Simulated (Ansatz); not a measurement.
Consider the substitution at a C–Cl bond: `N=C(Cl)C=O` + HBr → `N=C(Br)C=O` + HCl.

Computed with Ansatz on PBE0-D4/def2-TZVP structures; ΔE is electronic, products minus reactants. CCSD(T)/CBS adds triple-zeta CCSD(T) − MP2 to the extrapolated MP2 energy (def2 sets, frozen cores). This one scheme is used for every species. DFT in def2-TZVPP. HSE06 is defined as in plane-wave codes. For Br outer-core shells are correlated without core-valence functions, which leaves a few kJ/mol of doubt a bond. Scalar relativity is left out up to krypton. One conformer a species, not always the lowest.

| level | ΔE (kJ/mol) | difference from CCSD(T)/CBS |
| --- | --- | --- |
| LDA (SPW92) | -0.8 | 4.4 |
| revPBE-D4 | -5.2 | 0.0 |
| CAM-B3LYP-D4 | -1.4 | 3.8 |
| ωB97X-V | -1.2 | 4.0 |
| BLYP | -3.8 | 1.4 |
| r2SCANh | -2.8 | 2.4 |
| r2SCAN0 | -2.0 | 3.2 |
| HSE06 | -2.0 | 3.2 |
| BHLYP | -0.8 | 4.4 |
| RPA@PBE/def2-TZVPP | -6.4 | -1.2 |
| CCSD/def2-SVP | 4.5 | 9.7 |
| HF/def2-TZVPP | 1.0 | 6.2 |
| CCSD/def2-TZVPP | -5.6 | -0.4 |
| MP2/def2-QZVPP | -7.7 | -2.5 |
| HF/CBS(def2) | 1.2 | 6.4 |
| CCSD/CBS(def2) | -4.4 | 0.8 |
| CCSD(T)/CBS | -5.2 | 0 |

Largest T1 diagnostic among the species: 0.014.

Leaving LDA and LC-ωPBE aside and taking each functional with its dispersion term where it has one, the values, not all of them listed here, spread over 5.0 kJ/mol, from BLYP-D4 to ωB97X-V. At CCSD(T), def2-SVP lies +8.9 kJ/mol from the extrapolated value and def2-TZVPP −1.2 kJ/mol.
